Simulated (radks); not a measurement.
Results of a calculation; reference values are marked as such.
Species: Tc8+. Configuration: [Ar] 3d10 4s2 4p5. Code: a radial shooting solver on a logarithmic mesh with Libxc functionals. Model: non-relativistic Kohn-Sham, LDA (Slater exchange, Perdew-Wang correlation), spin-unpolarised, spherical densities, point nucleus; relativity is left out, which matters for an element this heavy.

Unscreened Slater integrals over Kohn-Sham orbitals (hartree).

integral,value
"F0(4p,4p)",0.83562
"F2(4p,4p)",0.44375
"F0(4p,4s)",0.85686
"G1(4p,4s)",0.58843
"F0(4p,3d)",1.0730
"F2(4p,3d)",0.26565
"G1(4p,3d)",0.087384
"G3(4p,3d)",0.085067
"F0(4p,3p)",1.0645
"F2(4p,3p)",0.27813
"G0(4p,3p)",0.072638
"G2(4p,3p)",0.087047
"F0(4s,4s)",0.88023
"F0(4s,3d)",1.1180
"G2(4s,3d)",0.094017
"F0(4s,3p)",1.1089
"G1(4s,3p)",0.094431
"F0(3d,3d)",2.2969
"F2(3d,3d)",1.1369
"F4(3d,3d)",0.72346
"F0(3d,3p)",2.1983
"F2(3d,3p)",1.0612
"G1(3d,3p)",1.2270
"G3(3d,3p)",0.78358
"F0(3p,3p)",2.1405
"F2(3p,3p)",1.0797

Derived for the open shells (J is the average intra-shell exchange parameter used in DFT+U). 4p: J = F2/5 = 0.08875 hartree.
